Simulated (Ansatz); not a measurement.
`[F][In@H-]1[Cl+][In@@H-]([F])[Cl+]1`. Charge 0, multiplicity 1. In takes the def2 core potential.

Z-matrix (Å, degrees):
```
In
Cl 1 2.520
In 1 3.635 2 43.8
Cl 1 2.520 2 87.6 3 -2.3
F 1 1.931 2 102.2 3 99.6
H 1 1.687 2 112.9 3 -116.2
F 3 1.931 1 105.4 2 91.7
H 3 1.687 1 124.2 2 -88.3
```

**Question.** List the harmonic frequencies (cm⁻¹, unscaled) at PBE0-D4/def2-TZVP in Ansatz. (Estimate.)

**Answer.** Ansatz gave: 26, 86, 95, 97, 107, 142, 174, 249, 256, 271, 421, 432, 436, 453, 610, 614, 1930, 1932.

**Question.** Is this a minimum?

**Answer.** Yes, all 18 modes are real.

**Question.** Give the ideal-gas thermochemistry at 298.15 K and 1 bar (rigid rotor, harmonic oscillator; point group C2v, symmetry number 2).

**Answer.** Zero-point energy 49.8 kJ/mol; H(298) − E = 80.6 kJ/mol; entropy 452.3 J/(mol·K), of which translation 181.6, rotation 125.6, vibration 145.1; G(298) − E = -54.2 kJ/mol. Modes under 100 cm⁻¹ are hindered rotations or soft bends, so the harmonic entropy is rough.

**Question.** And at 400, 500, 600, 800 and 1000 K?

**Answer.** 
```
T (K)  H − E (kJ/mol)  S (J/mol/K)  G − E (kJ/mol)
  400            95.8        496.0          -102.6
  500           111.4        530.8          -154.0
  600           127.5        560.2          -208.6
  800           160.8        608.0          -325.6
 1000           195.0        646.1          -451.1
```

**Question.** Rotational constants (cm⁻¹)?

**Answer.** 0.04965, 0.01527, 0.0141.
